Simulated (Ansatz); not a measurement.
Relaxation of FGaH₄NSb (8 atoms, charge 0, multiplicity 1), to a largest force component of 0.015 eV/Å in at most 40 steps.

These are results of RKS r2SCAN-D4/def2-SVP in Ansatz 0.2.0, not measurements.

```xyz
8
Properties=species:S:1:pos:R:3
N 0.123 1.396 0.509
Ga 1.389 0.292 0.331
F 1.636 -0.576 0.105
Sb 0.030 -1.831 -0.620
H -0.746 1.190 1.075
H -0.303 1.748 -0.433
H -0.863 -0.730 -1.686
H -1.174 -1.546 0.664
```

Task: Where does it end, and by what steps?

Result: The run converged. The force dipped under the threshold on the way, but the program's further checks kept it going. After 21 steps the energy has fallen by 65.793 eV; Ga2 moved furthest, 0.98 Å. The start is strongly strained (largest force component 306 eV/Å), so its close contacts needn't be bonds. Parted: Ga2–Sb4 (2.69 → 3.91 Å).

```csv
step,energy less start (eV),largest force component (eV/Å),accepted
0,0.0000,306.359,yes
1,-54.3099,40.099,yes
2,-59.8551,23.914,yes
3,-63.4163,8.898,yes
4,-64.4080,2.076,yes
5,-64.5893,1.702,yes
6,-64.9169,1.148,yes
7,-65.3255,0.897,yes
8,-65.4464,1.737,yes
9,-65.5906,2.073,yes
10,-65.7466,0.507,yes
11,-65.7698,0.229,yes
12,-65.7812,0.201,yes
13,-65.7877,0.120,yes
14,-65.7916,0.080,yes
15,-65.7927,0.016,yes
16,-65.7929,0.020,yes
17,-65.7929,0.025,yes
18,-65.7930,0.038,yes
19,-65.7932,0.022,yes
20,-65.7933,0.011,yes
21,-65.7934,0.006,yes
```

```xyz
8
Properties=species:S:1:pos:R:3
N 0.030 1.464 0.188
Ga 1.882 1.123 0.160
F 1.301 -1.027 0.276
Sb -0.094 -2.151 -0.634
H -0.666 0.868 0.639
H -0.362 2.400 0.093
H -0.770 -0.783 -1.425
H -1.228 -1.951 0.648
```

Whether the end is a true minimum wasn't checked by a vibrational analysis.

The run took 56 s on 2 threads of Intel(R) Xeon(R) Platinum 8488C (Sapphire Rapids) (shared host), peak memory 0.2 GiB.
